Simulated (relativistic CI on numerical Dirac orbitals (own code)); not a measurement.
# Pd XVII: sensitivity of the levels to the model

Base calculation: Dirac-Coulomb-Breit CI, orbitals from a KLI potential per configuration, a model potential for QED, unscaled Slater integrals.

Configurations in the expansion (outside the closed core [Ar]): 3d10.4s2, 3d10.4s.4p, 3d10.4p2, 3d10.4s.4d, 3d10.4d2, 3d10.4s.4f, 3d10.4p.4d, 3d10.4f2, 3d10.4p.4f, 3d10.4s.5s, 3d10.4d.4f, 3d10.4s.5p, 3d10.4s.5d, 3d10.4s.5f, 3d10.4s.5g, 3d10.4s.6s, 3d10.4s.6p, 3d10.4s.6d, 3d10.4s.6f, 3d10.4s.7s, 3d9.4s2.4p, 3d9.4s2.4d, 3d9.4s2.4f, 3d9.4s2.5s, 3d9.4s2.5p, 3d9.4s2.5d. Double excitations out of closed p, d and f shells are left out; levels of such configurations are missing from the list, as are those of other unlisted configurations, and high levels can miss mixing partners. These lack a partner that the ground configuration has and come out too high: 3d9.4s2.4p, 3d9.4s2.4d, 3d9.4s2.4f, 3d9.4s2.5s, 3d9.4s2.5p.

The lowest level and the first level of each name with at least 55 % of one term (blank where a level has no safe partner in the second run):

| Level | Base (cm⁻¹) | Shift (cm⁻¹) |
| --- | --- | --- |
| 3d10.4s2 1S_0 | 0 | 0 |
| 3d10.4s.4p 3P°_0 | 252708 | +767 |
| 3d10.4s.4p 3P°_1 | 265331 | +348 |
| 3d10.4s.4p 3P°_2 | 307542 | +723 |
| 3d10.4s.4p 1P°_1 | 386891 | -6904 |
| 3d10.4p2 3P_0 | 593230 | -1459 |
| 3d10.4p2 3P_1 | 631196 | -372 |
| 3d10.4p2 1D_2 | 633483 | +428 |
| 3d10.4p2 3P_2 | 684855 | +313 |
| 3d10.4p2 1S_0 | 742011 | -6433 |
| 3d10.4s.4d 3D_1 | 818118 | -691 |
| 3d10.4s.4d 3D_2 | 821636 | -730 |
| 3d10.4s.4d 3D_3 | 827674 | -683 |
| 3d10.4s.4d 1D_2 | 887592 | -7776 |

At this charge energies of transitions that change n are usually good to better than 1 %, and those within a shell (Δn = 0) to a few per cent.

Q: One thing was changed in a second run, which moved the levels as shown. Which?
A. Breit term removed
B. valence Slater integrals scaled by 0.9
C. configuration mixing switched off
D. QED terms removed

A: B. Valence Slater integrals scaled by 0.9. Scaling acts on the splittings between terms and on the mixing, and leaves the fine structure of pure LS terms nearly alone; in jj coupling it moves the levels of one term differently.

LS names give the leading component of a level, which can be under half, so a name can repeat, a term be missing and a line seem to break the LS rules.
